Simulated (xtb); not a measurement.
Job for xtb: GFN1-xTB on C2H7F (a complex), monomers drawn apart or pushed together.

```
$ xtb mol.xyz --gfn 1 --sp --chrg 0 --uhf 0
10

C      0.02743030    -0.00824191     0.12951029
H     -0.21483922    -1.06688245     0.21922513
H     -0.37781956     0.53287977     0.98270348
H      1.10976027     0.11449448     0.09975830
H     -0.40412800     0.38253489    -0.79103829
C      0.20937806    -0.57749994     4.15285341
F     -0.47747699     0.62007611     3.98575498
H     -0.46857805    -1.40378527     3.93627430
H      1.05440522    -0.59630747     3.46428883
H      0.56015782    -0.63760034     5.18379063
```

The head of its log:

```
[...]
           -------------------------------------------------
          |                Calculation Setup                |
           -------------------------------------------------



molecular fragmentation (1/2 indicates fragments):
1111122222
# atoms in fragment 1/2:     5     5
 fragment masses (1/2) :       16.04       34.03
CMA distance (Bohr)    :   7.444
constraining FC (au)   :  0.0500

           -------------------------------------------------
          |                 G F N 1 - x T B                 |
           -------------------------------------------------

        Reference                      10.1021/acs.jctc.7b00118
      * Hamiltonian:
        H0-scaling (s, p, d)           1.850000    2.250000    2.000000
        zeta-weighting                 0.000000
      * Dispersion:
        s8                             2.400000
        a1                             0.630000
        a2                             5.000000
        s9                             0.000000
      * Repulsion:
        kExp                           1.500000
        rExp                           1.000000
      * Coulomb:
        alpha                          2.000000
        third order                    atomic
        anisotropic                    false
      * Halogen bond correction:
        rad-scale                      1.300000
        damping                        0.440000


          ...................................................
          :                      SETUP                      :
          :.................................................:
          :  # basis functions                  26          :
          :  # atomic orbitals                  26          :
          :  # shells                           20          :
          :  # electrons                        22          :
          :  # halogen bonds                     0          :
          :  max. iterations                   250          :
          :  Hamiltonian                  GFN1-xTB          :
          :  restarted?                      false          :
          :  GBSA solvation                  false          :
          :  PC potential                    false          :
          :  electronic temp.          300.0000000     K    :
          :  accuracy                    1.0000000          :
          :  -> integral cutoff          0.2500000E+02      :
          :  -> integral neglect         0.1000000E-07      :
          :  -> SCF convergence          0.1000000E-05 Eh   :
          :  -> wf. convergence          0.2000000E-04 e    :
          :  Broyden damping             0.4000000          :
          :  net charge                          0          :
          :  unpaired electrons                  0          :
          ...................................................

 iter      E             dE          RMSdq      gap      omega  full diag
   1    -13.2459202 -0.132459E+02  0.646E+00    8.03       0.0  T
   2    -13.2629022 -0.169820E-01  0.389E+00    8.69       1.0  T
```

Question: What total energy does the run end on?

Answer: -13.1443 hartree.
